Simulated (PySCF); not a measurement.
Species: C₆H₈Se.
Bonds: C1–C2 (double), C2–C3 (double), C3–C4, C4–C5 (double), C3–C6, C6–Se7. Hydrogens: H8, H9 on C1; H10 on C4; H11, H12 on C5; H13, H14 on C6; H15 on Se7.

The closed-shell SCF was solved with PySCF and density fitting under several settings on one GFN2-xTB geometry (grid level 2 and gas phase unless stated).

```tsv
settings	basis functions	SCF cycles	E (Eh)	HOMO (eV)	LUMO (eV)	dipole (D)
wB97X-D/6-31G*	132	12	-2634.5866	-8.12	1.17	1.75
PBE0/6-31G*, grid level 4, fitting basis def2-qzvpp-jkfit	132	10	-2634.0388	-6.30	-0.59	1.79
```

Question: Estimate the rows for these settings: (1) OPBE/def2-SVPD; (2) BLYP/def2-SVP, IEF-PCM chloroform, start guess vsap.

Answer: 
```json
{"settings": "OPBE/def2-SVPD", "basis functions": "225", "SCF cycles": "14", "E (Eh)": "-2635.0691", "HOMO (eV)": "-5.32", "LUMO (eV)": "-1.75", "dipole (D)": "1.54"}
{"settings": "BLYP/def2-SVP, IEF-PCM chloroform, start guess vsap", "basis functions": "156", "SCF cycles": "15", "E (Eh)": "-2634.3704", "HOMO (eV)": "-4.96", "LUMO (eV)": "-1.39", "dipole (D)": "1.73"}
```

Question: Over all rows, what range does the HOMO–LUMO gap span?

Answer: From 3.57 eV to 9.29 eV.

Whole jobs, the steps after the SCF included, on one thread, Arm Neoverse N1 (aarch64), no GPU (shared host):

| settings | work after the SCF | wall time | peak memory |
| --- | --- | --- | --- |
| wB97X-D/6-31G* | 3 singlets by full TDDFT, 5 Tamm–Dancoff triplets, polarisability | 32 s | 0.85 GiB |
| PBE0/6-31G*, grid level 4, fitting basis def2-qzvpp-jkfit | spin–spin couplings from 14 perturbed nuclei, spin–dipole term left out | 64 s | 0.85 GiB |
| OPBE/def2-SVPD | 25 singlets by full TDDFT, 5 Tamm–Dancoff triplets, polarisability | 1.8 min | 0.73 GiB |
| BLYP/def2-SVP, IEF-PCM chloroform, start guess vsap | spin–spin couplings from 14 perturbed nuclei, spin–dipole term left out | 35 s | 0.73 GiB |

wB97X-D ran without the empirical dispersion term, which would shift the total energy alone. Cycle counts include a coarse-grid stage where the run had one. All basis functions are spherical, in the Pople sets too. The structure is a single GFN2-xTB conformer; no vibrational corrections.

Conformer computed: `[CH2:1]=[C:2]=[C:3]([CH:4]=[CH2:5])[CH2:6][SeH:7]`: C2–C3–C4–C5 177°, C2–C3–C6–Se7 -106°, H–Se7–C6–C3 65°.
